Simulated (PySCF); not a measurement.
C3H8SSi2.
Atom-mapped SMILES: `[CH3:1][S:2][SiH2:3][C:4]#[C:5][SiH3:6]` (hydrogens: H7, H8, H9 on C1; H10, H11 on Si3; H12, H13, H14 on Si6)

All values: B3LYP/def2-SVPD (PySCF, non-relativistic), on one gas-phase PBE0-D3(BJ)/def2-SVP geometry that isn't relaxed in the solvent. The solvent is an IEF-PCM continuum (cavity from Bondi-type radii × 1.2). The model holds no explicit solvent molecules, cavitation or dispersion.

Gas phase at B3LYP/def2-SVPD: HOMO -6.82 eV, LUMO -1.18 eV, dipole 1.49 D.

Question: What does the continuum do to the energy, the frontier levels and the dipole at B3LYP/def2-SVPD in dichloromethane and acetone?

Answer: 
```tsv
solvent	ε	E(solvent) − E(gas) (kcal/mol)	polarisation term (kcal/mol)	distortion of the solute (kcal/mol)	HOMO (eV)	LUMO (eV)	dipole (D)
dichloromethane	8.93	-2.32	-2.64	0.32	-6.88	-1.16	2.02
acetone	20.49	-2.60	-3.01	0.41	-6.90	-1.17	2.09
```

The first energy column is the sum of the next two and covers electrostatics alone. From dichloromethane to acetone the lowering changes by a factor 1.12, Onsager's factor (ε − 1)/(2ε + 1) by 1.10 and ε itself by 2.3.

Question: Which radius a makes the point-dipole formula ΔE = −[(ε − 1)/(2ε + 1)]·μ²/a³ give the value in acetone, with the gas-phase dipole?

Answer: μ = 0.586 au and |ΔE| = 0.00414 Eh give a = 1.79 Å; the farthest nucleus lies 4.22 Å from the centroid of the nuclei, so such a sphere wouldn't even hold the nuclei. The formula assumes a rigid point dipole at the centre of a sphere.

Question: How does the static polarisability (B3LYP/def2-SVPD, frozen core, with the continuum's full static response) change?

Answer: 
| medium | isotropic (au) | principal values (au) | ⟨r²⟩ of the electrons (bohr²) |
| --- | --- | --- | --- |
| gas | 115.9 | 90.4, 106.7, 150.6 | 1832.3 |
| dichloromethane | 150.4 | 122.0, 140.3, 188.9 | 1831.5 |
| acetone | 155.4 | 127.4, 145.1, 193.6 | 1831.4 |

The isotropic value in acetone is 1.34 times the gas-phase one; no cavity-field correction is applied. ⟨r²⟩ is taken about the centre of nuclear charge.

The values belong to the conformer `[CH3:1][S:2][SiH2:3][C:4]#[C:5][SiH3:6]`: C1–S2–Si3–C4 57°.
